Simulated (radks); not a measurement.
Q: These are the eigenvalues of the occupied orbitals of an atom or ion with whole-number occupations (Ry). Calculated with a radial shooting solver on a logarithmic mesh with Libxc functionals: scalar-relativistic Kohn-Sham, PBE, spin-polarised, spherical densities, finite nucleus; Fermi nuclear charge, rms radius of each element as measured or else 0.836 A^(1/3) + 0.57 fm.

orbital  eigenvalue
1s up     -3140.615
1s down   -3140.523
2s up     -560.6933
2s down   -560.6426
2p up     -508.9384
2p down   -508.8565
3s up     -169.4684
3s down   -169.3713
3p up     -153.0383
3p down   -152.9284
3d up     -130.3975
3d down   -130.2937
4s up     -76.15202
4s down   -75.57456
4p up     -70.08997

Which element is it, and in what charge state? The configuration may be excited. Open shells, if any, are filled with parallel spins first.

A: Z = 59, praseodymium, charge +27: Pr27+ in [Ar] 3d10 4s2 4p2. The list shows which subshells hold electrons but not how many an open one holds; the 1s level, -1570.3 hartree, gives Z - s = 56.0 by -(Z - s)^2/2, which with screening and relativity narrows Z to a few neighbours, and the depths of the outer levels then fix element, charge and occupations together.
